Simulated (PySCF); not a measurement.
Gas-phase reaction: B2O + 3 CH3OH + 2 O = B(OCH3)3 + B(OH)3

Computed with PySCF and rigid-rotor harmonic-oscillator thermochemistry at 1 bar. S°(298 K) at PBE0/def2-TZVP differs from the NASA 1993 table for B2O (+19 J/mol/K); whether the harmonic model or the table's entry is off was not settled. † marks an energy on the PBE0/def2-TZVP geometry and frequencies; other levels use their own. MP2 and CCSD(T) freeze the core. Open shells (unrestricted): O (multiplicity 3, electronic degeneracy 9); the rest are closed-shell singlets. Spin-orbit splitting is ignored; it lowers the true energy and changes the entropy of O. B3LYP is the form with VWN-RPA correlation. MP2 isn't extrapolated to the basis-set limit; its ΔH°(298 K) is -2046.5 kJ in def2-SVP and -2045.7 kJ in def2-TZVPP. CCSD(T) isn't extrapolated to the basis-set limit. The harmonic model lacks anharmonicity and excited electronic states, which grow with temperature; levels with a mode under 35 cm⁻¹ are left out. Strong static correlation: B2O. Internal rotation in CH3OH, B(OCH3)3, B(OH)3 is treated as a harmonic vibration of one conformer, which makes the entropy rough. Soft modes under 120 cm⁻¹ make the harmonic entropy rough for B2O.

| level | ΔE electronic, kJ | ΔH°(298 K), kJ | ΔS°(298 K), J/K | ΔG°(1400 K), kJ |
|---|---|---|---|---|
| B3LYP/def2-TZVP† | -1983 | -1942 | -616 | -1087 |
| CCSD(T)/def2-SVP† | -1964 | -1923 | -616 | -1067 |
| M06-2X/def2-TZVP† | -2061 | -2020 | -616 | -1165 |
| MP2/def2-SVP† | -2087 | -2046 | -616 | -1191 |
| MP2/def2-TZVPP† | -2086 | -2046 | -616 | -1190 |
| PBE0/def2-SVP† | -2101 | -2060 | -616 | -1205 |
| PBE0/def2-TZVP | -2029 | -1988 | -616 | -1132 |
| r2SCAN/def2-TZVP† | -2069 | -2028 | -616 | -1172 |
| ωB97M-V/def2-TZVP† | -2019 | -1979 | -616 | -1123 |
ΔH° is lowest at PBE0/def2-SVP† and highest at CCSD(T)/def2-SVP†. No reference value is set beside these.
